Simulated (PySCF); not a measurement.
Computed structure and properties of WO2Br2

System: WO2Br2 (singlet); start: displaced along the imaginary mode (C2). Method: PySCF 2.14.0, RKS B3LYP, W def2-SVP with ECP60, O def2-SVP, Br def2-SVP; non-relativistic Hamiltonian with scalar-relativistic core potentials where named; density fitting; no spin-orbit coupling.

Input of the relaxation:

```python
mol = gto.M(atom='''
W      0.50305     0.50305    -0.00000
O      2.20354     0.36009    -0.25000
O      0.36009     2.20354     0.25000
Br    -2.08225     0.39011    -0.03778
Br     0.39011    -2.08225     0.03778''',
    basis={'W': 'def2-SVP', 'O': 'def2-SVP', 'Br': 'def2-SVP'},
    ecp={'W': 'def2-SVP'},
    charge=0, spin=0)
mf = dft.RKS(mol, xc='B3LYP')
mf.grids.atom_grid = (50, 194)
mf = mf.density_fit()  # fitting sets: W def2-universal-JKFIT, O def2-universal-JKFIT, Br def2-universal-JKFIT
mf.conv_tol = 1e-08; mf.max_cycle = 55
mf.kernel(dm0)  # dm0: converged density of the start geometry
# quasi-Newton relaxation in Cartesian coordinates to a largest gradient under 0.00045 Eh/bohr, steps kept in the point group
```

Run from Python with OMP_NUM_THREADS=2; the lines above give its settings. Where DIIS fails, smearing, a level shift and second-order steps follow.
It took 61 s on 2 threads of AMD EPYC 9B14 (Zen 4), with other jobs on the host, from the converged density of the start.

Course of the relaxation:

```csv
step,energy above end (eV),largest force component within the symmetry (eV/Å)
0,3.8176,1.039
1,3.1466,1.031
2,2.3197,2.460
3,1.4519,3.259
4,0.6588,0.890
5,0.2197,1.339
6,0.0414,0.526
7,0.0140,0.434
8,0.0049,0.114
9,0.0030,0.124
10,0.0001,0.066
11,0.0000,0.017
12,0.0000,0.002
```

Relaxed geometry (C2v):

```xyz
5

W     0.3594    0.3594    0.0000
O     1.5471    0.6131   -1.1959
O     0.6131    1.5471    1.1959
Br   -1.8370    0.6920   -0.9901
Br    0.6920   -1.8370    0.9901
```

```json
{"contact": "W1–O2 (O)", "Å": "1.704"}
{"contact": "W1–O3 (O)", "Å": "1.704"}
{"contact": "W1–Br4 (Br)", "Å": "2.432"}
{"contact": "W1–Br5 (Br)", "Å": "2.432"}
```

On the finer grid (75, 302):

| Item | Value |
| --- | --- |
| HOMO | -9.06 eV |
| LUMO | -3.64 eV |
| Dipole about the centre of mass | 2.07 D |
| Set of Mulliken populations of W1 outside the core potential | s 2.50, p 6.35, d 3.99, f 0.18 |
| D3(BJ) dispersion energy (not in the energies) | -0.368 eV |

```
atom  Mulliken (e)  Löwdin (e)  spin (e)
  W1          0.99       -0.11      0.00
  O2         -0.28       -0.10      0.00
  O3         -0.28       -0.10      0.00
 Br4         -0.21        0.15      0.00
 Br5         -0.21        0.15      0.00
```

A rough frequency check found all modes real, so this is a minimum.

Rigid scan of O along the line from its metal:

distance to O2 (Å), energy (eV) and a bar:
```
     1.40      4.386 ###############
     1.50      1.611 #####
     1.60      0.335 #
     1.70      0.000 
     1.80      0.237 #
     1.90      0.806 ###
     2.10      2.376 ########
     2.40      4.804 ################
     2.80      7.272 ########################
     3.30      8.916 ##############################
```

Taking off one Br (charge -1, singlet; the rest: singlet) in vacuum, both parts rigid, costs 10.54 eV; the small basis without counterpoise inflates it. Most of it is the attraction of opposite charges; other ways to part are cheaper, and one spin state was tried for the rest.

Rigid scan of Br along the line from its metal:

```json
{"distance to Br4 (Å)": "2.13", "energy (eV)": "1.047"}
{"distance to Br4 (Å)": "2.23", "energy (eV)": "0.400"}
{"distance to Br4 (Å)": "2.33", "energy (eV)": "0.086"}
{"distance to Br4 (Å)": "2.43", "energy (eV)": "0.000"}
{"distance to Br4 (Å)": "2.53", "energy (eV)": "0.066"}
{"distance to Br4 (Å)": "2.63", "energy (eV)": "0.232"}
{"distance to Br4 (Å)": "2.83", "energy (eV)": "0.729"}
{"distance to Br4 (Å)": "3.13", "energy (eV)": "1.599"}
{"distance to Br4 (Å)": "3.53", "energy (eV)": "2.642"}
{"distance to Br4 (Å)": "4.03", "energy (eV)": "3.591"}
```

One start shape was tried, so this needn't be the lowest isomer.
